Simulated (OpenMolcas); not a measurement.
## Cs: effect of the IPEA shift

```json
{"Program": "OpenMolcas 26.06", "Basis": "ANO-RCC-VTZP [8s7p4d2f1g]", "Scalar Hamiltonian": "DKH2, point nucleus", "Active space": "1 electron in 9 orbitals (5d 6s 6p)", "State averaging": "2S+1 = 2 even, 6 roots; 2S+1 = 2 odd, 3 roots", "Spin-orbit coupling": "state interaction with AMFI integrals over the reference wave functions, term energies averaged over their components"}
```

Methods on the same reference wave functions:
A. CASSCF
B. SS-CASPT2, IPEA 0 Eh, imaginary shift 0.1 Eh (closed shells correlated: 5s 5p)
C. SS-CASPT2, IPEA 0.25 Eh, imaginary shift 0.1 Eh (closed shells correlated: 5s 5p)

Energies in cm-1 above 6s 2S 1/2, the measured ground level; measured values from NIST Handbook of Basic Atomic Spectroscopic Data.

| Level | A | B | C | Measured |
| --- | --- | --- | --- | --- |
| 6s 2S 1/2 | 0.0 | 0.0 | 0.0 | 0.0 |
| 6p 2P* 1/2 | 9286 | 10913 | 10758 | 11178 |
| 6p 2P* 3/2 | 9592 | 11219 | 11064 | 11732 |
| 5d 2D 3/2 | 14391 | 14988 | 14890 | 14499 |
| 5d 2D 5/2 | 14531 | 15128 | 15030 | 14597 |

Deviations, from unrounded energies. A percentage is the sum of absolute deviations over the sum of measured energies, with the sign that they share, or ± where signs differ.

```tsv
Against measurement	Levels	A	B	C
mean absolute deviation (cm-1)	4	1100	450	480
other configurations (%)	4	-8.1	±3.5	±3.7
```

B lies closest to measurement on these levels and A furthest from it. The largest miss of B in the table is 5d 2D 5/2, by +530 cm-1. The ranking rests on the paired levels alone, and a cruder setting can come out closer through cancelling errors.

Between B and C the level of the table that moves most is 6p 2P* 3/2, by 160 cm-1 (lowest in C, highest in B).

The lowest spin-free term lies below A's lowest term by 0.156 hartree in B, 0.155 hartree in C.

ANO sets are built for ground and valence states and can reach diffuse excited orbitals poorly. With one active electron the reference holds no correlation, so core polarisation is missing (holds for A). With one active electron, CASPT2 adds the correlation within the correlated inactive shells and between them and that electron, and leaves the splitting within a term as the reference gives it (holds for B; C). Computed and measured levels are paired by configuration, term and J; levels that our copy of the source lacks, or whose pairing is in doubt (as where it misses far off the trend of its configuration), stay unpaired and out of the deviations. Levels of configurations outside the active space are missing.

* marks odd parity.
